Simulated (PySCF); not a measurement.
## Electron correlation in S (sulfur, neutral)

[Ne] 3s2 3p4, high-spin 3P determinant. Calculation: PySCF 2.14, in Sapporo-DZP-2012; scalar relativity by spin-free X2C-1e. Frozen: [Ne]; 6 electrons correlated.

MP2 pair energies summed by pair of shells (mhartree):

```tsv
pair	energy	share (%)
3p-3p	-42.69	48.2
3s-3p	-38.39	43.4
3s-3s	-7.43	8.4
```

Total MP2 correlation energy: -88.52 mhartree.

Same-spin part -22.78 and opposite-spin part -65.74 mhartree; SCS-MP2 scales them by 1/3 and 6/5 to -86.48 mhartree.

```json
{"level": "CCSD", "correlation energy (mhartree)": "-109.82"}
{"level": "(T)", "correlation energy (mhartree)": "-1.59"}
{"level": "CCSD(T)", "correlation energy (mhartree)": "-111.41"}
```

Diagnostics: T1 = 0.0090, D1 = 0.0299, largest double amplitude 0.063.

**Question.** Is a single reference adequate?

**Answer.** Yes: T1 lies below 0.03 and no double amplitude reaches 0.07.
